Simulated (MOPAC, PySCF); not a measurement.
[Cd(OH)(Br)], neutral singlet in the gas phase. 

Cartesian coordinates (Å):
```xyz
4

Cd    -0.0134     0.0392     0.0442
O     -1.6704     0.4505     1.0201
H     -2.3953    -0.1062     0.7011
Br     2.0798    -0.3579    -1.0645
```
Charge 0, multiplicity 1.

All levels are single points at this geometry (r2SCAN-D4/def2-SVP); Pople sets use spherical d functions. Orbital energies aren't observables, and empty levels follow the basis.

B3LYP-D3(BJ)/def2-TZVP in PySCF gives HOMO (eV) = -7.92.

Question: Estimate the HOMO (eV) from each of these levels: PBE-D3(BJ)/def2-TZVP in PySCF; TPSSh-D3(BJ)/def2-TZVP in PySCF; B3LYP/6-311+G** (LANL2DZ on Br, Cd) in PySCF; B3LYP/6-31G* (LANL2DZ on Cd) in PySCF; B3LYP/LANL2DZ in PySCF; BP86/6-31G* (LANL2DZ on Cd) in PySCF; PBE/6-31G* (LANL2DZ on Cd) in PySCF; SVWN5/6-31G* (LANL2DZ on Cd) in PySCF; HF/6-31G* (LANL2DZ on Cd) in PySCF; PM3 in MOPAC; PM6 in MOPAC; PM7 in MOPAC.

Answer: 
| level | HOMO (eV) |
|---|---|
| PBE-D3(BJ)/def2-TZVP in PySCF | -6.69 |
| TPSSh-D3(BJ)/def2-TZVP in PySCF | -7.36 |
| B3LYP/6-311+G** (LANL2DZ on Br, Cd) in PySCF | -7.92 |
| B3LYP/6-31G* (LANL2DZ on Cd) in PySCF | -7.61 |
| B3LYP/LANL2DZ in PySCF | -7.74 |
| BP86/6-31G* (LANL2DZ on Cd) in PySCF | -6.42 |
| PBE/6-31G* (LANL2DZ on Cd) in PySCF | -6.29 |
| SVWN5/6-31G* (LANL2DZ on Cd) in PySCF | -6.50 |
| HF/6-31G* (LANL2DZ on Cd) in PySCF | -11.15 |
| PM3 in MOPAC | -10.82 |
| PM6 in MOPAC | -10.62 |
| PM7 in MOPAC | -10.72 |
